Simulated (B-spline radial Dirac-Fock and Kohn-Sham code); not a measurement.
## Atomic SCF run for Pd⁶⁺

ΔSCF core binding energies without Breit or QED terms, calculated with a radial finite-basis atomic code. Keys: rel is the Hamiltonian (dirac, or spin-free x2c and nr, where L3 and M5 stand for the whole 2p and 3d shells), method is hf or an exchange,correlation pair (spin-unpolarised, also for the hole states), nuc the nuclear model, radius_factor scales its radius, rmax is the box in bohr, h the logarithmic mesh step, order the B-spline order, points the quadrature points per cell, c_factor scales the speed of light, and damp, ndamp, maxit and tol steer the iteration. The run stops when the commutator error falls below 10·tol·max(1, Z/10), or the numerical noise floor, and the energy has settled to about 1e-8 Ha; the virial ratio is −V/T.

Input (task.json):

```json
{"items": [{"Z": 46, "q": 6, "cfg": [[1, 0, 2], [2, 0, 2], [2, 1, 6], [3, 0, 2], [3, 1, 6], [3, 2, 10], [4, 0, 2], [4, 1, 6], [4, 2, 4]], "A": 106, "rrms": 4.5318, "do": "settings", "holes": ["K", "L3", "M5"],
  "settings": [{"rel": "dirac", "method": "hf", "nuc": "fermi", "radius_factor": 1.0, "rmax": 45.0, "h": 0.3, "order": 8, "points": 10, "c_factor": 1.0, "maxit": 60, "damp": 0.0, "ndamp": 3, "tol": 1e-08}]}]}
```

Command: `python xray2_run.py task.json out`

Ground-state iterations:

```
iter   energy (Ha)        error
   1    -5024.92561976  1.64e+00
   2    -5033.81494239  3.54e-01
   3    -5034.93392091  1.99e-01
   4    -5035.14138646  9.16e-02
   5    -5035.18142353  4.17e-02
   6    -5035.19125523  1.60e-04
   7    -5035.19125547  2.64e-05
   8    -5035.19125548  6.87e-07
   9    -5035.19125548  7.82e-08
```

The ground state converged in 9 iterations, with total energy -5035.19126 Ha, virial ratio 1.95714 and highest orbital energy -100.30 eV. ΔSCF binding energies: K (1s) 24538.0 eV, L3 (2p3/2) 3295.3 eV, M5 (3d5/2) 448.5 eV.
